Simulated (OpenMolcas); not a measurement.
Os⁶⁺.

```json
{"Program": "OpenMolcas", "Method": "CASSCF", "Basis": "ANO-RCC-VTZP [8s7p5d3f2g1h]", "Scalar Hamiltonian": "DKH2, point nucleus", "Active space": "2 electrons in 5 orbitals (5d)", "State averaging": "2S+1 = 3 even, 10 roots; 2S+1 = 1 even, 15 roots", "Spin-orbit coupling": "state interaction with AMFI integrals over the reference wave functions, term energies averaged over their components"}
```

Levels without dynamic correlation, in cm⁻¹ above 5d² ³F₂:

```json
{"Level": "5d² ³P₀", "E": "17985"}
{"Level": "5d² ¹G₄", "E": "33605"}
{"Level": "5d² ¹S₀", "E": "63762"}
```

On this reference, SS-CASPT2, IPEA 0.25 Eh, imaginary shift 0.1 Eh (closed shells correlated: 5s 5p) puts 5d² ³P₀ at 16390 cm⁻¹.

Problem. Estimate the other levels at that method by one scale factor, and say how well it serves.

Solution. The factor is 16390 / 17985 = 0.911. Scaled values beside those that SS-CASPT2 gives and measured ones (van het Hof, Joshi, Wyart and Sugar, J. Res. Natl. Inst. Stand. Technol. 100, 687 (1995)):
```
  Level  Scaled  SS-CASPT2  Miss (%)  Measured
5d² ¹G₄   30614      32120      -4.7     31274
5d² ¹S₀   58087      58600      -0.9     57710
```
For these levels the scaled values miss SS-CASPT2 by up to 4.7 %, as correlation changes each term by its own factor, spin-orbit parts do not scale and CASPT2 has its own spread within terms. This holds within one configuration; levels of others move differently, and the target method has errors of its own against measurement.

CASPT2 does not keep the components of a term degenerate, so their means are used; among the terms shown or strongly mixed into the levels shown the widest spread is 510 cm-1 (5d² ¹G, SS-CASPT2). Without dynamic correlation excited terms often stand tens of per cent too high (terms of higher spin than the ground term too low), and those without a measured partner can miss by more than the paired ones (holds for CASSCF). Computed and measured levels are paired by configuration, term and J; levels that our copy of the source lacks, or whose pairing is in doubt (as where it misses far off the trend of its configuration), stay unpaired and out of the deviations. Levels of configurations outside the active space are missing.
